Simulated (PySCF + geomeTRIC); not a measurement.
Species: CH$_{3}$NSi, SMILES `N#C[SiH3]` (charge 0, multiplicity 1).

**Question.** Give a relaxed geometry from B3LYP-D3(BJ)/def2-TZVP in PySCF + geomeTRIC.

**Answer.** the end point of this relaxation (outside a Z-matrix the atoms follow the SMILES, hydrogens last).
Bonded distances (Å): N1–C2 1.152, C2–Si3 1.851, Si3–H4 1.474, Si3–H5 1.474, Si3–H6 1.474. Bond angles (°): N1–C2–Si3 180.0, C2–Si3–H4 107.5, C2–Si3–H5 107.5, C2–Si3–H6 107.5, H4–Si3–H5 111.3, H4–Si3–H6 111.3, H5–Si3–H6 111.3.
